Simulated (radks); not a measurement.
Results of a calculation; reference values are marked as such.
Species: the hafnium ion Hf5+. Configuration: [Xe] 4f13 (the NIST ground configuration). Level of theory: Dirac Kohn-Sham, LB94 model potential, spin-unpolarised, spherical densities, finite nucleus; open shells fill j = l - 1/2 first; Fermi nuclear charge, rms radius 5.347 fm (a radial shooting solver on a logarithmic mesh with Libxc functionals).

Normalised radial functions P(r) = r R(r) (large component), r in bohr:

r           5s1/2    5p3/2   4f5/2
0.002403   0.1148   0.0051  0.0000
0.003179   0.1362   0.0085  0.0000
0.004173   0.1571   0.0138  0.0000
0.005521   0.1759   0.0225  0.0000
0.007247   0.1870   0.0357  0.0000
0.009589   0.1846   0.0561  0.0001
0.01259    0.1603   0.0847  0.0002
0.01652    0.1061   0.1232  0.0005
0.02186    0.0144   0.1716  0.0013
0.02869   -0.1031   0.2197  0.0034
0.03796   -0.2255   0.2527  0.0087
0.04983   -0.2935   0.2407  0.0209
0.06593   -0.2432   0.1504  0.0489
0.08654   -0.0431  -0.0234  0.1055
0.1145     0.2498  -0.2401  0.2152
0.1503     0.4234  -0.3613  0.3930
0.1989     0.2655  -0.2451  0.6539
0.261     -0.1990   0.1112  0.9430
0.3454    -0.5984   0.4781  1.1825
0.4533    -0.4579   0.4859  1.2671
0.5998     0.2317   0.0213  1.1632
0.7873     0.9182  -0.6075  0.9157
1.042      1.1295  -1.0006  0.6059
1.367      0.8449  -0.9509  0.3416
1.809      0.4038  -0.6008  0.1521
2.375      0.1216  -0.2517  0.0513
3.142      0.0190  -0.0600  0.0108
4.124      0.0014  -0.0077  0.0013

5s1/2: eigenvalue -137.14 eV, 4 radial nodes at r = 0.0227, 0.0904, 0.235, 0.553 bohr, <r> = 1.10 bohr, 90 % of the charge inside 1.57 bohr. 5p3/2: eigenvalue -100.87 eV, 3 radial nodes at r = 0.0839, 0.242, 0.605 bohr, <r> = 1.29 bohr, 90 % of the charge inside 1.86 bohr. 4f5/2: eigenvalue -94.086 eV, 0 radial nodes, <r> = 0.633 bohr, 90 % of the charge inside 1.05 bohr.
